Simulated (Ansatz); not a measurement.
Cost and result for the atomization energy of C3H8ClNSi (`C=CCN[SiH2]Cl`) (14 atoms, 13 bonds).

```xyz
14

C     1.515   -0.915   -2.046
C     1.099    0.004   -1.187
C    -0.235   -0.019   -0.516
N    -0.099   -0.012    0.931
Si   -1.175    0.766    1.990
Cl   -3.040   -0.125    2.142
H     2.492   -0.861   -2.511
H     0.884   -1.756   -2.320
H     1.749    0.833   -0.915
H    -0.813   -0.880   -0.874
H    -0.800    0.878   -0.800
H     0.448   -0.785    1.279
H    -0.587    0.741    3.347
H    -1.438    2.130    1.480
```

The species carries charge 0 and has multiplicity 1. The structure was optimised at the PBE0-D4/def2-TZVP level. It is one conformer, not always the lowest. Program: Ansatz. All runs use 2 threads of an AMD EPYC 7R13 on a shared host and a share of an NVIDIA H100 80 GB. Times are those of one run each, without the atoms' runs, and a repeat can differ threefold. Electronic energies, without spin–orbit coupling; frozen cores. CCSD(T)/CBS adds CCSD(T) − MP2 in def2-TZVPP to the MP2 limit, and its time is that of the two runs behind it. T1 = 0.010. B3LYP takes the VWN-RPA correlation (the form of Gaussian; ORCA's B3LYP/G).

CCSD(T)/CBS is a level of theory with its own doubt, some kJ/mol a heavy atom from the limit and from the frozen cores, so smaller differences don't rank the functionals.

```
                             level  functions  wall time
                PBE0-D4/def2-TZVPP        320       14 s
 B3LYP-D4/def2-TZVPP (with forces)        320       14 s
                 B2PLYP/def2-TZVPP        320       15 s
r2SCAN-D4/def2-TZVPP (with forces)        320       15 s
                    MP2/def2-QZVPP        608       17 s
                ωB97X-V/def2-TZVPP        320       17 s
                CCSD(T)/def2-TZVPP        320       18 s
   PBE-D4/def2-TZVPP (with forces)        320       19 s
  ωB97M-V/def2-TZVPP (with forces)        320       19 s
                 CCSD(T)/CBS(def2)          –       35 s
```

**Question.** What atomization energy does each give, and how far from CCSD(T)/CBS? (Best estimate.)

**Answer.** The calculation gave: 
| level | atomization (kJ/mol) | difference from CCSD(T)/CBS | per bond |
| --- | --- | --- | --- |
| PBE0-D4/def2-TZVPP | 5324.8 | 20.1 | 1.5 |
| B3LYP-D4/def2-TZVPP (with forces) | 5310.0 | 5.3 | 0.4 |
| B2PLYP/def2-TZVPP | 5249.1 | -55.6 | -4.3 |
| r2SCAN-D4/def2-TZVPP (with forces) | 5306.8 | 2.1 | 0.2 |
| MP2/def2-QZVPP | 5319.3 | 14.6 | 1.1 |
| ωB97X-V/def2-TZVPP | 5323.0 | 18.3 | 1.4 |
| CCSD(T)/def2-TZVPP | 5162.6 | -142.1 | -10.9 |
| PBE-D4/def2-TZVPP (with forces) | 5401.8 | 97.1 | 7.5 |
| ωB97M-V/def2-TZVPP (with forces) | 5326.6 | 21.9 | 1.7 |
| CCSD(T)/CBS(def2) | 5304.7 | 0.0 | 0.0 |

In def2-TZVPP, CCSD(T) changes the Hartree–Fock value by +1260.8 kJ/mol (the triples alone add +76.1 kJ/mol) and MP2 by +1333.1 kJ/mol; breaking electron pairs costs correlation energy, which Hartree–Fock lacks. The D4 term adds +50.5 kJ/mol with B3LYP and +26.9 kJ/mol with PBE0; it sums over pairs of atoms, weighted by their polarisabilities, and B3LYP, whose exchange is more repulsive, gets the larger term. From PBE to PBE0 (25 % exact exchange), in def2-TZVPP and without D4, the atomization energy moves by −72.3 kJ/mol: exact exchange takes away binding that semilocal exchange gives to molecules.
